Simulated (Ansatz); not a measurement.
The same atomization along the group C, Ge, Sn.

Calculated with Ansatz (gas phase, PBE0-D4/def2-TZVP geometries, no zero-point term in ΔE). CBS: MP2 limit from def2 TZ/QZ plus the TZ coupled-cluster correction, frozen cores. This one scheme is used for every species, atoms too. No spin–orbit coupling; open shells (•) take unrestricted orbitals. Spin–orbit coupling would lower the free atoms: a little for C, Cl, O; clearly for Ge; strongly for Sn. def2 core potentials past Kr. For Ge, Sn outer-core shells are correlated without core-valence functions, so the limit isn't a true one: a few kJ/mol of doubt a bond, and 10 to 20 or more in all where bonds break to atoms. Scalar relativity is left out up to krypton. One conformer a species, not always the lowest.

Question: Order these by ΔE at CCSD(T)/CBS, lowest first. (Best estimate.)
A. `[OH][SnH]([OH])[Cl]` → Sn• + Cl• + 3 H• + 2 O•
B. `[OH][GeH]([OH])[Cl]` → Ge• + Cl• + 3 H• + 2 O•
C. `OC(O)Cl` → C• + Cl• + 3 H• + 2 O•

Answer: A (+2225.4 kJ/mol), B (+2365.9 kJ/mol), C (+2526.7 kJ/mol).

Largest T1 diagnostic: 0.013, for `[OH][SnH]([OH])[Cl]`.

For atomizations the MP2-based limit and the directly extrapolated one differ by several kJ/mol either way, and by 10 to 25 for some Ge, Se and Sn compounds, so smaller differences from it don't rank the levels.
